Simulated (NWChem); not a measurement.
System: CH₄BFS; SMILES CB(F)S

Input file for NWChem:

```
start job
memory heap 200 mb stack 900 mb global 1100 mb
geometry units angstroms noautoz
  B     -0.061817     0.402103    -0.104362
  F     -1.254905     0.927151    -0.381588
  C      1.179796     1.350769    -0.030752
  H      1.286162     1.879672    -0.993115
  H      2.132235     0.858233     0.204023
  H      0.992142     2.130995     0.726355
  S     -0.063982    -1.389701     0.152720
  H      1.258246    -1.502898     0.391785
end
basis spherical
  * library cc-pvdz
end
dft
  xc hfexch
  iterations 150
  mulliken
end
task dft energy
```

Structure relaxed at the PBE0/def2-SVP level.

Task: Give the results of this calculation. (Hartree-Fock/cc-pVDZ.) Quantities: basis functions; energy (Ha); highest occupied level (eV); orbital gap (eV); dipole (D).

Result: 
* **number of basis functions**: 80
* **energy (Ha)**: -561.96
* **highest occupied level (eV)**: -10.76
* **orbital gap (eV)**: 14.62
* **dipole (D)**: 2.34
